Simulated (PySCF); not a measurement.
HClO, charge +1, doublet, geometry from GFN2-xTB (a state made from the parent by changing its charge; the spin is typed, not shown lowest); CAMB3LYP/def2-SVP (PySCF).

PySCF was given this input:
```python
from pyscf import gto, scf, dft

mol = gto.Mole()
mol.atom = '''
    O    -0.04383216    1.02148558    0.01469068
    H    -0.96672120    1.40203158    0.00503415
    Cl    0.07749285   -0.56317154   -0.00720939
'''
mol.basis = 'def2-svp'
mol.charge = 1
mol.spin = 1
mol.verbose = 4
mol.build()

mf = dft.UKS(mol)
mf.xc = 'camb3lyp'
mf.kernel()
```

Write the output that PySCF gives for this input, abridged.


```
PySCF version 2.14.0

[INPUT] verbose = 4
[INPUT] num. atoms = 3
[INPUT] num. electrons = 25
[INPUT] charge = 1
[INPUT] spin (= nelec alpha-beta = 2S) = 1
[INPUT] symmetry False subgroup None
[INPUT] Mole.unit = angstrom
[INPUT] Symbol           X                Y                Z      unit          X                Y                Z       unit  Magmom
[INPUT]  1 O     -0.043832160000   1.021485580000   0.014690680000 AA   -0.082830777848   1.930327986392   0.027761361784 Bohr   0.0
[INPUT]  2 H     -0.966721200000   1.402031580000   0.005034150000 AA   -1.826838306811   2.649455704191   0.009513164770 Bohr   0.0
[INPUT]  3 Cl     0.077492850000  -0.563171540000  -0.007209390000 AA    0.146440263112  -1.064239971750  -0.013623772625 Bohr   0.0

nuclear repulsion = 53.5616686982253
number of shells = 17
number of NR pGTOs = 67
number of NR cGTOs = 37
basis = def2-svp
ecp = {}

******** <class 'pyscf.dft.uks.UKS'> ********
method = UKS
initial guess = minao
damping factor = 0
level_shift factor = 0
DIIS = <class 'pyscf.scf.diis.CDIIS'>
diis_start_cycle = 1
diis_space = 8
diis_damp = 0
SCF conv_tol = 1e-09
SCF conv_tol_grad = None
SCF max_cycles = 50
direct_scf = True
direct_scf_tol = 1e-13
number electrons alpha = 13  beta = 12
XC library pyscf.dft.libxc version 7.1.2
    S. Lehtola, C. Steigemann, M. J. T. Oliveira, and M. A. L. Marques,  SoftwareX 7, 1–5 (2018)
XC functionals = camb3lyp
    T. Yanai, D. P. Tew, and N. C. Handy,  Chem. Phys. Lett. 393, 51 (2004)
radial grids:
    Treutler-Ahlrichs [JCP 102, 346 (1995); DOI:10.1063/1.469408] (M4) radial grids

becke partition: Becke, JCP 88, 2547 (1988); DOI:10.1063/1.454033
pruning grids: <function nwchem_prune>
grids dens level: 3
symmetrized grids: False
atomic radii adjust function: <function treutler_atomic_radii_adjust>
small_rho_cutoff = 0
Set gradient conv threshold to 3.16228e-05
tot grids = 42776
init E= -535.891389594257

cycle= 1 E= -535.290232727609  delta_E= 0.601  |g|= 0.285  |ddm|= 1.36
cycle= 2 E= -535.313370951534  delta_E= -0.0231  |g|= 0.19  |ddm|= 0.434
cycle= 3 E= -535.323589353724  delta_E= -0.0102  |g|= 0.104  |ddm|= 0.201
cycle= 4 E= -535.327843204698  delta_E= -0.00425  |g|= 0.0138  |ddm|= 0.0698
cycle= 5 E= -535.32793943157  delta_E= -9.62e-05  |g|= 0.0036  |ddm|= 0.0117
cycle= 6 E= -535.327954334849  delta_E= -1.49e-05  |g|= 0.00192  |ddm|= 0.00545
cycle= 7 E= -535.327960549372  delta_E= -6.21e-06  |g|= 0.000836  |ddm|= 0.00428
cycle= 8 E= -535.327961997893  delta_E= -1.45e-06  |g|= 0.000186  |ddm|= 0.00272
cycle= 9 E= -535.327962081077  delta_E= -8.32e-08  |g|= 4.78e-05  |ddm|= 0.000687
cycle= 10 E= -535.327962086085  delta_E= -5.01e-09  |g|= 1.29e-05  |ddm|= 0.000177
cycle= 11 E= -535.327962086604  delta_E= -5.19e-10  |g|= 5.46e-06  |ddm|= 5.62e-05
Extra cycle  E= -535.327962086679  delta_E= -7.55e-11  |g|= 3.85e-06  |ddm|= 1.78e-05
converged SCF energy = -535.327962086679  <S^2> = 0.75335182  2S+1 = 2.003349
```
